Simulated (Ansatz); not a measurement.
Cartesian coordinates in Å:
```
C -0.342 0.888 -1.958
In 0.758 0.476 -0.135
C -0.230 0.726 1.781
Se 0.365 -2.504 -0.277
H -1.394 0.616 -1.855
H 0.082 0.349 -2.807
H -0.294 1.956 -2.184
H 2.491 0.329 -0.185
H -0.194 1.775 2.083
H -1.279 0.431 1.723
H 0.260 0.139 2.560
H 0.814 -2.725 1.103
H -1.038 -2.456 0.151
```

The species carries charge 0 and has multiplicity 1. In takes the def2 core potential.

List the r2SCAN/def2-TZVPP orbital energies in eV (the Gaussian-basis code of Ansatz). (Estimate.)

Computed: Occupied: -12335.41, -1576.06, -1413.31, -1413.28, -1413.23, -272.14, -272.12, -212.18, -155.65, -155.55, -155.36, -124.33, -81.06, -80.75, -80.72, -56.03, -56.00, -55.85, -55.78, -55.75, -19.58, -18.51, -18.41, -18.22, -18.16, -18.15, -16.85, -16.59, -11.68, -10.26, -9.60, -9.54, -9.49, -9.39, -9.32, -7.18, -6.19, -5.90. Lowest empty: -1.33, -0.65, -0.34, 0.38, 0.89, 2.03, 2.26, 2.63.
